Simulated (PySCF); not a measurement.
# Static response to an electric field

Compound: SbMe2(SiH3), C2H9SbSi.
Geometry (PBE0-D3(BJ)/def2-SVP, Å), atoms numbered from 1 in this order:
```
atom  x, y, z in Å
Sb1    0.114    0.177    1.304
C2     1.912    0.103    0.072
H3     2.519    0.995    0.284
H4     1.654    0.082   -0.996
H5     2.497   -0.791    0.326
C6    -0.869    1.700    0.092
H7    -1.933    1.756    0.363
H8    -0.775    1.472   -0.979
H9    -0.400    2.671    0.302
Si10  -1.007   -1.748    0.008
H11   -0.846   -1.545   -1.468
H12   -2.470   -1.808    0.320
H13   -0.395   -3.064    0.373
```

Level: wB97X-D/def2-SVPD (PySCF), static field, nuclei fixed, core orbitals frozen in the response. The polarisability tensor in these axes (au):

```
x   104.83   6.39   3.23
y     6.39 112.03   5.64
z     3.23   5.64  94.70
```

Q: What are the eigenvalues, a third of the trace, and Δα (Δα² = ½Σ(αi − αj)² over the three pairs)?

A: Principal values 92.86, 101.09 and 117.61 au; mean 103.85 au = 15.39 Å³ = 17.12 × 10⁻⁴⁰ C²·m²/J; Δα = 21.83 au (21 % of the mean).

Q: What is the dipole moment, and where does it point?

A: (0.40, 0.68, -0.33) D, 0.85 D in size, pointing from the negative to the positive side. Measured along this direction, the outermost atoms are H13 and H12 at the negative end and H3 and H9 at the positive end.

Q: What depolarisation ratio follows for Rayleigh scattering of linearly polarised light, taking the static tensor?

A: ρ = 3Δα²/(45ᾱ² + 4Δα²) = 1429.8/(485336 + 1906.4) = 0.00293.

Q: Find the Langevin capture rate constant for O2+ (31.990 u) meeting this molecule (181.951 u), k = 2.342 × 10⁻⁹ cm³/s × √(α in Å³ / reduced mass in u).

A: The reduced mass is 27.21 u, so k = 1.76 × 10⁻⁹ cm³/s. The formula leaves out the permanent dipole, which adds to the capture rate.

Q: Sum over states: ᾱ = Σ f/ω², ω in Eh. What share falls to these 10 lowest TDDFT singlets (eV, f)? 5.33, 0.0474; 5.61, 0.2469; 6.08, 0.1104; 6.73, 0.0573; 6.76, 0.0005; 6.87, 0.1879; 6.98, 0.0218; 7.22, 0.1036; 7.34, 0.1327; 7.48, 0.1443.

A: They add up to 18.67 au, 18.0 % of the 103.85 au; the largest single term is 5.80 au, from the state at 5.61 eV. Terms in order: 1.23, 5.80, 2.21, 0.94, 0.01, 2.95, 0.33, 1.47, 1.82, 1.91 au. Higher excitations give the rest. The strengths listed sum to 1.053.

Geometry: PBE0-D3(BJ)/def2-SVP; no solvent, vibrations or thermal averaging. Atoms past krypton carry effective core potentials; spin–orbit coupling is left out.

The pairwise dispersion term of wB97X-D wasn't added to the energies; at a given geometry it leaves orbitals and properties as they are.
